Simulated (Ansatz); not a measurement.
Species: sum formula H₃SiO, net charge -1, singlet state. It need not be the lowest isomer of its formula. Whether it binds its extra electron was not tested at this geometry. 
Coordinates optimised at B3LYP-D3(BJ)/def2-TZVP (Ansatz, a program for electronic structure):
```xyz
5

Si    -0.6220    -0.0865    -0.1202
O      1.1295    -0.1525     0.0756
H     -1.0236     0.4266     1.3021
H     -0.7635     1.3551    -0.7113
H      1.4594     0.6498     0.4882
```
Charge -1, spin multiplicity 1.

Basis-set convergence of Hartree-Fock and MP2 correlation energies (hartree) with Ansatz. Valence correlation only, unless marked. No spin-orbit coupling. No relativistic terms.

```
basis            functions       E(HF)  E(corr, MP2)
---------------  ---------  ----------  ------------
aug-cc-pV(D+d)Z         82  -365.55496      -0.32896
aug-cc-pV(T+d)Z        170  -365.58664      -0.39781
aug-cc-pV(Q+d)Z        307  -365.59490      -0.42285
```

Extrapolating the two largest sets (X = 3 and 4) as X^-3: E(corr) = (64·(-0.42285) - 27·(-0.39781))/37 = -0.4411 Eh, an estimate of the basis-set limit. The largest set recovers 95.9 % of it, the smallest 74.6 %.
